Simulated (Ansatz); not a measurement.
This geometry of Cl3FH2HfO (8 atoms, charge 0, multiplicity 1) is a first-order saddle point.

Method: RKS PBE-D4/def2-SVP (Ansatz).

```xyz
8
Properties=species:S:1:pos:R:3
Hf 0.151 -0.366 -0.126
F -0.092 -0.030 1.977
Cl 2.122 0.334 -1.197
O -1.002 1.123 -0.388
H -1.621 1.865 -0.363
Cl -0.953 -2.011 -1.395
Cl 1.317 -2.160 1.433
H 0.552 -0.994 2.135
```

Problem. Which two structures does it join? (They come from a converged band through this point; their orientation in space is the band's.)

Solution. Bonds broken: Cl7–H8. Bonds formed: F2–H8.

Image 0:

```xyz
8
Properties=species:S:1:pos:R:3
Hf -0.061 -0.125 -0.040
F -0.137 0.036 1.895
Cl 2.030 0.378 -1.036
O -1.148 1.332 -0.581
H -1.689 2.052 -0.931
Cl -1.185 -1.994 -0.967
Cl 1.573 -2.300 1.365
H 1.091 -1.617 2.370
```

Image 6:

```xyz
8
Properties=species:S:1:pos:R:3
Hf 0.125 -0.531 -0.224
F 0.980 0.358 1.835
Cl 2.158 0.242 -1.142
O -1.201 0.820 -0.080
H -1.876 1.510 -0.122
Cl -0.698 -1.870 -1.973
Cl 0.134 -2.260 1.519
H 0.852 -0.508 2.261
```

Problem. How far does it lie above each of them?

Solution. 0.191 eV above the first and 0.146 eV above the second. This is the barrier of this one path; another mechanism may lie lower. The orbitals stay closed-shell, which can raise the energy where a bond breaks towards radicals; this wasn't checked here.

Time of the run: 2.6 min on 4 threads of Arm Neoverse V2, with other jobs on the host, peak memory 0.19 GiB.
